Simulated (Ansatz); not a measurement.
Basis sets compared for GeH₂. The state is a singlet with charge 0. Geometry r2SCAN-D4/def2-TZVP. Ansatz on 4 threads of Intel Xeon 6975P-C on a shared host; times are rough, and most runs start from earlier orbitals.

```xyz
3

Ge   -0.4483    0.0398    0.5984
H    -0.6728   -0.1930   -0.9596
H     1.1211    0.1532    0.3612
```

Binding counts from free atoms (Ge triplet, H doublet) in the same basis, without a counterpoise term.

```
                         level  functions  energy (Eh)  HOMO (eV)  LUMO (eV)  binding per atom (eV)  wall time
               PBE-D4/def2-SVP         42   -2077.5592      -5.83      -3.90                   2.00      0.1 s
PBE-D4/def2-TZVP (with forces)         60   -2077.8226      -5.88      -3.92                   2.01     0.15 s
           r2SCAN-D4/def2-TZVP         60   -2078.1262      -6.14      -3.77                   2.02      0.3 s
              PBE0-D4/def2-SVP         42   -2077.6141      -6.87      -3.02                   1.98     0.15 s
             PBE0-D4/def2-TZVP         60   -2077.8762      -6.91      -3.03                   1.99      0.2 s
```

(1) Estimate the rows for PBE-D4/def2-TZVPD, r2SCAN-D4/def2-TZVPD, PBE0-D4/def2-TZVPD.

## Answers

(1) 
```
               level  functions  energy (Eh)  HOMO (eV)  LUMO (eV)  binding per atom (eV)  wall time
   PBE-D4/def2-TZVPD         72   -2077.8231      -5.90      -3.95                   2.01     0.15 s
r2SCAN-D4/def2-TZVPD         72   -2078.1266      -6.15      -3.78                   2.02      0.3 s
  PBE0-D4/def2-TZVPD         72   -2077.8767      -6.92      -3.04                   1.99      0.2 s
```
